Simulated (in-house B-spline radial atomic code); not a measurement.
Radial electron density of the antimony ion Sb⁴⁺, [Kr] 4d10 5s1. Method: scalar-relativistic (X2C) revTPSS, spin-polarised, spherical fractional occupations, Fermi nucleus of rms radius 4.6802 fm. Calculated with a radial B-spline atomic code at the basis-set limit.

One-electron X2C: radii and densities carry no picture-change correction, so inner-shell <1/r> comes out high (for 1s by about 2 % at Z = 33, 5 % at 54, 10 % at 75, 30 % at 118) and <r> low.

Columns: r (bohr), 4πr²n(r) (electrons per bohr), bar.

```
  0.0009    2.077 #
 0.00111      2.9 ##
 0.00136    3.989 ##
 0.00168    5.528 ###
 0.00207    7.582 ####
 0.00254    10.25 #####
 0.00313    13.81 #######
 0.00385    18.31 ##########
 0.00474    23.94 ############
 0.00584    30.73 ################
 0.00719    38.46 ####################
 0.00885    46.74 ########################
  0.0109    54.81 ############################
  0.0134    61.51 ################################
  0.0165     65.7 ##################################
  0.0203     66.4 ##################################
   0.025    63.69 #################################
  0.0308     59.3 ###############################
  0.0379    56.63 #############################
  0.0466    59.16 ###############################
  0.0574    67.94 ###################################
  0.0706    78.98 #########################################
  0.0869    84.68 ############################################
   0.107     79.5 #########################################
   0.132    66.91 ###################################
   0.162       59 ###############################
     0.2    62.73 #################################
   0.246     69.8 ####################################
   0.302    64.72 ##################################
   0.372    45.09 #######################
   0.458    26.53 ##############
   0.564    21.55 ###########
   0.694    24.66 #############
   0.854    23.86 ############
    1.05    16.93 #########
    1.29    9.207 #####
    1.59    4.116 ##
    1.96     1.67 #
    2.41   0.6197 
    2.97   0.1768 
    3.66  0.03322 
     4.5 0.003472 
    5.54 0.0001664 
    6.82 2.979e-06
```

On this grid the curve has 4 maxima, near 0.0203, 0.0869, 0.246, 0.694 bohr.

The 4d down radial function P(r) = rR(r), positive near the nucleus:

```json
{"r (bohr)": "0.00885", "P": "0.001128"}
{"r (bohr)": "0.0134", "P": "0.003476"}
{"r (bohr)": "0.0203", "P": "0.01041"}
{"r (bohr)": "0.0308", "P": "0.02981"}
{"r (bohr)": "0.0466", "P": "0.07853"}
{"r (bohr)": "0.0706", "P": "0.1847"}
{"r (bohr)": "0.107", "P": "0.3649"}
{"r (bohr)": "0.162", "P": "0.5506"}
{"r (bohr)": "0.246", "P": "0.5137"}
{"r (bohr)": "0.372", "P": "0.0199"}
{"r (bohr)": "0.564", "P": "-0.7394"}
{"r (bohr)": "0.854", "P": "-1.089"}
{"r (bohr)": "1.29", "P": "-0.7802"}
{"r (bohr)": "1.96", "P": "-0.2931"}
{"r (bohr)": "2.97", "P": "-0.0494"}
{"r (bohr)": "4.5", "P": "-0.002433"}
```
